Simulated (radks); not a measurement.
Initial-state core-level shifts of neutral cadmium when its valence configuration changes from [Kr] 4d10 5s2. Calculated with a radial shooting solver on a logarithmic mesh with Libxc functionals: non-relativistic Kohn-Sham, TPSS, spin-polarised, spherical densities, point nucleus; open shells are filled with parallel spins first (spin-orbit coupling, left out, can overturn this in heavy ions); meta-GGA in the generalised Kohn-Sham scheme; relativity is left out, which matters for an element this heavy. Shifts are changes of the shell-averaged eigenvalues in eV (positive: less bound); the change of the density at the nucleus, which sets a Mossbauer isomer shift, is in e/bohr^3, on a base of 7.769e+04.

\begin{tabular}{lrrrrr}
valence & 1s & 2p & 3s & 4p & density at nucleus \\ \hline
4d10 5p2 & -3.041 & -2.958 & -3.004 & -3.098 & -18.214 \\
4d10 5s1 5p1 & -1.495 & -1.456 & -1.480 & -1.533 & -8.649 \\
4d9.5 5s2 5p0.5 & -3.569 & -3.680 & -3.631 & -3.282 & +3.324 \\
4d9 5s2 5p1 & -7.059 & -7.299 & -7.186 & -6.413 & +6.672 \\
4d9.5 5s1 5p1.5 & -4.777 & -4.856 & -4.833 & -4.519 & -6.461 \\
4d9.5 5s1.5 5p1 & -4.234 & -4.326 & -4.290 & -3.961 & -1.520 \\
4d8 5s2 5p2 & -14.079 & -14.631 & -14.334 & -12.497 & +13.760 \\
4d10 5s1.5 5p0.5 & -0.851 & -0.830 & -0.841 & -0.869 & -4.166 \\
\end{tabular}
